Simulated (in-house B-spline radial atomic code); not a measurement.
Ionisation energies along the 18-electron series, configuration [Ne] 3s2 3p6, as differences of self-consistent energies. Dirac energy differences include first-order Breit, QED and recoil terms. NIST's values go from ground level to ground level; the uncertainty of those that are theory runs from under 0.1 % in few-electron ions to several per cent in heavy many-electron ones. Computed with a B-spline radial code for spherical atoms: Dirac-Hartree-Fock, average of the configuration, finite nuclei.

| ion | configuration after | ionisation energy (eV) | IE/(q+1)² (eV) | Breit and QED recoil part (eV) | tabulated value (eV) | tabulated kind | computed minus tabulated (eV) |
| --- | --- | --- | --- | --- | --- | --- | --- |
| Ce40+ | [Ne] 3s2 3p5 | 3123.4 | 1.8581 | -3.0373 | 3087 | tabulated theory | 36 |
| Pr41+ | [Ne] 3s2 3p5 | 3267.3 | 1.8522 | -3.2447 | 3227 | tabulated theory | 40 |
| Nd42+ | [Ne] 3s2 3p5 | 3414.5 | 1.8467 | -3.4618 | 3371 | tabulated theory | 43 |
| Pm43+ | [Ne] 3s2 3p5 | ? | ? | ? | ? | tabulated theory | ? |
| Sm44+ | [Ne] 3s2 3p5 | 3719.2 | 1.8366 | -3.926 | 3669 | tabulated theory | 50 |
| Eu45+ | [Ne] 3s2 3p5 | ? | ? | ? | ? | tabulated theory | ? |
| Gd46+ | [Ne] 3s2 3p5 | 4037.7 | 1.8278 | -4.4327 | 3980 | tabulated theory | 58 |
| Tb47+ | [Ne] 3s2 3p5 | 4202.1 | 1.8238 | -4.7028 | 4139 | tabulated theory | 63 |
| Dy48+ | [Ne] 3s2 3p5 | 4370.1 | 1.8201 | -4.9842 | 4303 | tabulated theory | 67 |
| Ho49+ | [Ne] 3s2 3p5 | 4541.6 | 1.8166 | -5.2777 | 4469 | tabulated theory | 73 |
| Er50+ | [Ne] 3s2 3p5 | 4716.6 | 1.8134 | -5.5833 | 4639 | tabulated theory | 78 |
| Tm51+ | [Ne] 3s2 3p5 | 4895.2 | 1.8104 | -5.9014 | 4812 | tabulated theory | 83 |
| Yb52+ | [Ne] 3s2 3p5 | 5077.4 | 1.8075 | -6.2324 | 4988 | tabulated theory | 89 |
| Lu53+ | [Ne] 3s2 3p5 | 5263.2 | 1.8049 | -6.5768 | 5168 | tabulated theory | 95 |
| Hf54+ | [Ne] 3s2 3p5 | 5452.7 | 1.8025 | -6.9346 | 5350 | tabulated theory | 103 |
| Ta55+ | [Ne] 3s2 3p5 | 5645.8 | 1.8003 | -7.3067 | 5537 | tabulated theory | 109 |
| W56+ | [Ne] 3s2 3p5 | ? | ? | ? | ? | semi-empirical | ? |
| Re57+ | [Ne] 3s2 3p5 | 6043.2 | 1.7964 | -8.0943 | 5919 | tabulated theory | 124 |

Task: Fill in the row of Pm43+.

Result: ionisation energy (eV): 3565.1; IE/(q+1)² (eV): 1.8415; Breit and QED recoil part (eV): -3.6888; tabulated value (eV): 3519; computed minus tabulated (eV): 46.

Task: Fill in the row of Eu45+.

Result: ionisation energy (eV): 3876.7; IE/(q+1)² (eV): 1.8321; Breit and QED recoil part (eV): -4.174; tabulated value (eV): 3823; computed minus tabulated (eV): 54.

Task: Fill in the row of W56+.

Result: ionisation energy (eV): 5842.6; IE/(q+1)² (eV): 1.7983; Breit and QED recoil part (eV): -7.6931; tabulated value (eV): 5719; computed minus tabulated (eV): 124.

Where a p, d or f electron is removed, the computed value is a mean over both j, so it misses the tabulated one by a part of the spin-orbit splitting; averaging over terms and missing correlation add to the gap, relatively most at low charge.
